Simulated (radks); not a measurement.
Values are calculated unless marked as measured or tabulated.
Neutral praseodymium is in [Xe] 4f3 6s2. Level of theory: scalar-relativistic Kohn-Sham, LDA (Slater exchange, Perdew-Wang correlation), spin-polarised, spherical densities, finite nucleus; Fermi nuclear charge, rms radius of each element as measured or else 0.836 A^(1/3) + 0.57 fm (a radial shooting solver on a logarithmic mesh with Libxc functionals). Open shells are filled with parallel spins first. One electron is removed from 5p, 4f, 6s, 5s in turn, with full relaxation. Which removal costs least, and what does each cost?

Answer. 6s 5.625 eV; 4f 8.366 eV; 5p 25.395 eV; 5s 43.270 eV. The 6s electron leaves first.
